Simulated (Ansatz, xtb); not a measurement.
C4H2F3N: 3 structures ranked

3 gas-phase structures of C4H2F3N, from a drawn sample of its isomers (lower ones may exist). Each was relaxed with GFN2-xTB:

A. `N#C/C=C/C(F)(F)F`, a singlet
B. `C=C(C#N)C(F)(F)F`, a singlet
C. `N#C/C=C\C(F)(F)F`, a singlet

Which do you expect lowest at r2SCAN-D4/def2-SVP, and how would the others follow?

Calculated order at r2SCAN-D4/def2-SVP: A (0.000), B (0.066), C (0.095) eV. Less than 1 kcal/mol parts B and C, so the order within that pair means little.

Energies above the lowest of each column, in eV; the last columns are at B3LYP-D3(BJ)/def2-SVP geometries:

```csv
structure,GFN2-xTB,HF/STO-3G,r2SCAN-D4/def2-SVP,B3LYP-D3(BJ)/def2-SVP,CCSD(T)/def2-SVP + ΔMP2/def2-TZVPP
A,0.000,0.000,0.000,0.000,0.000
B,0.087,0.023,0.066,0.065,0.063
C,0.079,0.066,0.095,0.092,0.101
```

Every level run on A puts it lowest or level with the lowest. C keeps a small imaginary mode. ΔMP2 is the change of the MP2 energy from the smaller to the larger basis.

Programs: Ansatz 0.2.0, xtb 6.7.1.
